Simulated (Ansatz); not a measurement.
Total energies of the cluster Ca4Se4 from Ansatz at PBE-D4/def2-SVP, gas phase (1 Eh = 27.2114 eV = 2625.5 kJ/mol). The reference geometry is relaxed at PBE0-D4/def2-SVP.

```xyz
8

Ca   -0.747    1.650   -1.279
Ca    2.212   -0.091   -0.127
Ca   -0.606    0.362    2.102
Ca   -0.860   -1.922   -0.696
Se    1.002    2.240    0.811
Se   -2.579    0.106    0.148
Se    0.870   -1.924    1.491
Se    0.706   -0.423   -2.451
```

| state | geometry | energy (Eh) |
| --- | --- | --- |
| charge 0 singlet | reference | -12313.34426 |
| charge 1 doublet | reference | -12313.09153 |
| charge -1 doublet | reference | -12313.36681 |
| free Ca atom (singlet) | – | -677.24211 |
| free Se atom (triplet) | – | -2400.83018 |

Question: Work out the vertical ionisation energy to the doublet.

Answer: E(charge 1 doublet) − E(charge 0 singlet) = -12313.09153 − (-12313.34426) = 0.25273 Eh = 6.88 eV. For comparison, −ε of the highest occupied level is 4.82 eV at this level, 2.06 eV less.

Question: Work out the vertical electron affinity, to the doublet.

Answer: E(charge 0 singlet) − E(charge -1 doublet) = -12313.34426 − (-12313.36681) = 0.02255 Eh = 0.61 eV. The basis lacks diffuse functions, which makes affinities too small.

Question: Give the fundamental gap IE − EA, the Mulliken electronegativity (IE + EA)/2 and the hardness (IE − EA)/2.

Answer: From the values in Eh: IE − EA = 0.25273 − 0.02255 = 0.23018 Eh = 6.26 eV; (IE + EA)/2 = 3.75 eV; (IE − EA)/2 = 3.13 eV. The HOMO–LUMO gap of the same run is 2.99 eV, 3.27 eV smaller than the fundamental gap.

Question: What is the binding energy per atom against free atoms?

Answer: Atoms: 4 × (-677.24211) + 4 × (-2400.83018) = -12312.28916 Eh. Binding: -12312.28916 − (-12313.34426) = 1.05510 Eh = 28.71 eV, or 3.59 eV for each of 8 atoms (no zero-point energy, no counterpoise term).

At PBE-D4/def2-SVP the gap within one spin of the charge 1 doublet nearly closes, so an electron or hole may be smeared out by delocalisation error. At PBE-D4/def2-SVP the highest occupied level of the charge -1 doublet lies above zero (up to 0.63 eV). By energy differences its removal costs 0.61 eV (vertical, to the charge 0 singlet, at PBE-D4/def2-SVP); self-interaction error and the lack of diffuse functions both raise the level.  

The structure comes from a short search, and lower isomers may exist.
